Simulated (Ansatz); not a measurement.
Cartesian coordinates (Å):
```xyz
6

C      1.4851    -0.3171     0.2478
C      0.3286    -0.0410     0.0747
C     -1.0756     0.2304    -0.1279
O     -1.5285     1.3329    -0.3151
H      2.5137    -0.5408     0.3991
H     -1.7233    -0.6644    -0.0989
```
Charge +1, spin multiplicity 2.

These are frozen-core CCSD(T)/cc-pVTZ // B3LYP-D3(BJ)/def2-TZVP (Ansatz, a first-principles code) values and carry that method's errors. The geometry is that of the parent before the electron was removed.

The HF energy comes out as -189.27280 Ha and the MP2 correlation energy is -0.60481 Ha.

Problem. Estimate the CCSD correlation energy, the (T) correction, the total energy and the T1 diagnostic.

Solution. 
```yaml
CCSD correlation energy: -0.63894 Ha
"(T) correction": -0.03270 Ha
CCSD(T) total energy: -189.94444 Ha
T1 diagnostic: 0.038
```
